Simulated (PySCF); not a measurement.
# CI: everyday levels beside a composite calculation

PySCF; the state is a doublet (π ↑). The composite is CCSD(T) extrapolated to the basis-set limit from two correlation-consistent sets, with core-valence (CV) and scalar-relativistic (SR) terms as its label shows; it has no spin–orbit coupling and nothing beyond (T). Here it is CCSD(T)/CBS(TQ)+CV. It gives Re = 2.026 Å, ωe = 643 cm⁻¹ and De = 2.96 eV to C + I.

```json
{"level": "UHF", "basis": "def2-SVPD", "relativity": "scalar-relativistic core potentials", "Re (Å)": "2.070", "ωe (cm⁻¹)": "606", "De (eV)": "0.91"}
{"level": "UHF-SCS-MP2", "basis": "def2-TZVPP", "relativity": "scalar-relativistic core potentials", "Re (Å)": "2.012", "ωe (cm⁻¹)": "649", "De (eV)": "2.69"}
{"level": "UHF-CCSD", "basis": "aug-cc-pVDZ/aug-cc-pVDZ-PP", "relativity": "scalar-relativistic core potentials", "Re (Å)": "2.065", "ωe (cm⁻¹)": "614", "De (eV)": "2.38"}
{"level": "PBE", "basis": "x2c-SVPall", "relativity": "spin-free X2C", "Re (Å)": "2.052", "ωe (cm⁻¹)": "626", "De (eV)": "3.49"}
{"level": "PBE", "basis": "aug-cc-pVDZ/aug-cc-pVDZ-PP", "relativity": "scalar-relativistic core potentials", "Re (Å)": "2.058", "ωe (cm⁻¹)": "622", "De (eV)": "3.47"}
{"level": "r²SCAN", "basis": "aug-cc-pVDZ/aug-cc-pVDZ-PP", "relativity": "scalar-relativistic core potentials", "Re (Å)": "2.055", "ωe (cm⁻¹)": "626", "De (eV)": "3.07"}
{"level": "r²SCANh", "basis": "def2-SVPD", "relativity": "scalar-relativistic core potentials", "Re (Å)": "2.043", "ωe (cm⁻¹)": "634", "De (eV)": "2.93"}
{"level": "PBE0", "basis": "x2c-SVPall", "relativity": "spin-free X2C", "Re (Å)": "2.035", "ωe (cm⁻¹)": "648", "De (eV)": "3.02"}
{"level": "PBE0", "basis": "def2-SVPD", "relativity": "scalar-relativistic core potentials", "Re (Å)": "2.035", "ωe (cm⁻¹)": "644", "De (eV)": "3.03"}
{"level": "r²SCAN0", "basis": "aug-cc-pVDZ/aug-cc-pVDZ-PP", "relativity": "scalar-relativistic core potentials", "Re (Å)": "2.044", "ωe (cm⁻¹)": "641", "De (eV)": "2.74"}
```

Problem. Give the difference of each row from the composite.

Solution. 

```tsv
level	basis	ΔRe (pm)	Δωe (%)	ΔDe (eV)
UHF	def2-SVPD	+4.4	-5.8	-2.05
UHF-SCS-MP2	def2-TZVPP	-1.4	+0.9	-0.27
UHF-CCSD	aug-cc-pVDZ/aug-cc-pVDZ-PP	+3.9	-4.5	-0.58
PBE	x2c-SVPall	+2.6	-2.6	+0.53
PBE	aug-cc-pVDZ/aug-cc-pVDZ-PP	+3.2	-3.3	+0.51
r²SCAN	aug-cc-pVDZ/aug-cc-pVDZ-PP	+2.9	-2.6	+0.11
r²SCANh	def2-SVPD	+1.7	-1.4	-0.03
PBE0	x2c-SVPall	+0.9	+0.8	+0.06
PBE0	def2-SVPD	+0.9	+0.2	+0.07
r²SCAN0	aug-cc-pVDZ/aug-cc-pVDZ-PP	+1.8	-0.3	-0.22
```

Problem. Which rows come closest in De?

Solution. r²SCANh in def2-SVPD (-0.03 eV), counted from the composite.

Correlated steps freeze the inner cores (5 to 10 orbitals); shallow outer-core shells are correlated. Correlated levels converge slowly with the basis: in double zeta they bind strong bonds too weakly, by up to about 1 eV, and carry superposition errors of some tenths. Spin–orbit coupling is left out, which matters for elements this heavy, above all for dissociation energies. The CCSD T1 diagnostic is raised in CI, a sign that a single reference may not be enough there. The state is the lowest determinant that a PBE0 search found; another state may lie lower at other levels.
